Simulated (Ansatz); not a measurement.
Relaxation of Zn2Se⁺ with UKS r2SCAN-D4/def2-TZVP.

```sh
$ ansatz run in.yaml --threads 4 --pin off --events-out ev --progress --plain --max-ram 3916MiB
```

```yaml
crystal:
  periodic: [false, false, false]
  atoms:
    - {symbol: Zn, position_ang: [-1.169180, 1.025910, 0.103040]}
    - {symbol: Zn, position_ang: [1.560550, 0.102000, -0.058640]}
    - {symbol: Se, position_ang: [-0.391370, -1.127910, -0.044400]}
basis:
  gaussian: {orbitals: def2-TZVP}
total_charge: 1
magnetization: {spin_polarized: true, initial_magnetization: 1}
hamiltonian: {xc: r2scan, dispersion: d4}
scf: {lower_state_search: "off"}
output: {orbitals: {seedname: orbitals}}
relax: {f_tol: 0.02, max_steps: 100}
```

It took 25 s on 4 threads of Arm Neoverse V1 on a shared host.

Positions (Å) and forces (eV/Å) at steps 1, 2, 3, 4, 5, 6 of 6:

```xyz
3
step=1 energy=-162181.0462 eV
Zn   -1.169    1.026    0.103   -0.005    0.132    0.007
Zn    1.561    0.102   -0.059    0.024    0.062    0.002
Se   -0.391   -1.128   -0.044   -0.019   -0.194   -0.010
3
step=2 energy=-162181.0490 eV
Zn   -1.157    1.030    0.103    0.033    0.052    0.001
Zn    1.550    0.111   -0.058   -0.029    0.038    0.003
Se   -0.394   -1.141   -0.045   -0.004   -0.090   -0.005
3
step=3 energy=-162181.0201 eV rejected
Zn   -0.971    1.042    0.096   -0.193   -0.316   -0.009
Zn    1.397    0.224   -0.045    0.037   -0.309   -0.018
Se   -0.426   -1.266   -0.050    0.157    0.626    0.027
3
step=4 energy=-162181.0566 eV
Zn   -1.099    1.031    0.100    0.058   -0.033   -0.004
Zn    1.503    0.145   -0.054   -0.064    0.012    0.003
Se   -0.403   -1.176   -0.046    0.005    0.021    0.001
3
step=5 energy=-162181.0510 eV rejected
Zn   -1.003    1.027    0.096   -0.127   -0.047    0.003
Zn    1.421    0.198   -0.048    0.097   -0.095   -0.009
Se   -0.418   -1.226   -0.049    0.030    0.142    0.006
3
step=6 energy=-162181.0593 eV
Zn   -1.061    1.028    0.099    0.009   -0.004   -0.001
Zn    1.471    0.165   -0.052   -0.009    0.002    0.000
Se   -0.409   -1.193   -0.047    0.001    0.002    0.000
```

The relaxation made no stability test and no search for a lower SCF solution. Another isomer (doublet) lies 0.08 eV lower at PBE0-D4/def2-TZVP; other spin states weren't run for this one.
